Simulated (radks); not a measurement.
Values are calculated unless marked as measured or tabulated.
Initial-state core-level shifts of the rhodium ion Rh+ when its valence configuration changes from [Kr] 4d8. Code: a radial shooting solver on a logarithmic mesh with Libxc functionals. Model: scalar-relativistic Kohn-Sham, r2SCAN, spin-polarised, spherical densities, finite nucleus; open shells are filled with parallel spins first (spin-orbit coupling, left out, can overturn this in heavy ions); meta-GGA in the generalised Kohn-Sham scheme; Fermi nuclear charge, rms radius 4.4945 fm. Shifts are changes of the shell-averaged eigenvalues in eV (positive: less bound); the change of the density at the nucleus, which sets a Mossbauer isomer shift, is in e/bohr^3, on a base of 1.237e+05.

| valence | 1s | 3d | 4s | 4p | density at nucleus |
|---|---|---|---|---|---|
| 4d7 5p1 | -5.633 | -5.813 | -5.447 | -5.240 | +2.86 |
| 4d7.5 5p0.5 | -2.808 | -2.894 | -2.738 | -2.642 | +1.28 |
| 4d7 5s0.5 5p0.5 | -4.929 | -5.126 | -4.740 | -4.530 | +13.75 |
| 4d7 5s1 | -4.218 | -4.432 | -4.024 | -3.811 | +24.95 |
| 4d6 5s0.5 5p1.5 | -10.734 | -11.139 | -10.174 | -9.705 | +19.02 |
| 4d6 5s1 5p1 | -10.064 | -10.484 | -9.509 | -9.042 | +31.37 |
| 4d7.5 5s0.5 | -2.080 | -2.184 | -2.000 | -1.899 | +11.70 |
| 4d6.5 5p1.5 | -8.493 | -8.775 | -8.144 | -7.813 | +4.71 |
| 4d5 5s2 5p1 | -15.272 | -15.896 | -14.129 | -13.375 | +61.21 |
